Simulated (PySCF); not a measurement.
Computed shifts of a molecule C3H3ClF2, PBE/pcSseg-1 (PySCF), GIAO, gas phase, atoms alike by connectivity averaged where their shifts nearly agree, in ppm (number of nuclei): ¹³C: 150.2 (1), 121.2 (1), 120.6 (1). ¹⁹F: -157.7 (1), -165.9 (1). ¹H: 6.39 (1), 6.25 (1), 6.00 (1). References: ¹³C against TMS (σ = 182.0 ppm); ³⁵Cl against HCl (σ = 936.5 ppm); ¹⁹F against CFCl3 (σ = 133.6 ppm); ¹H against TMS (σ = 31.49 ppm), references at their B3LYP-D3(BJ)/def2-TZVP geometries, non-relativistic (without spin–orbit terms, shifts of atoms bonded to Cl or Br come out too high). Coordinates come from a PBE0-D3(BJ)/def2-SVP optimisation. Other conformers were not sampled.

Task: Pick the molecule that these values belong to.
(A) F[C@@H]1C[C@@]1(F)Cl
(B) C/C(F)=C(\F)Cl
(C) C=C(Cl)C(F)F
(D) FC1(F)C[C@H]1Cl

Result: C, C=C(Cl)C(F)F
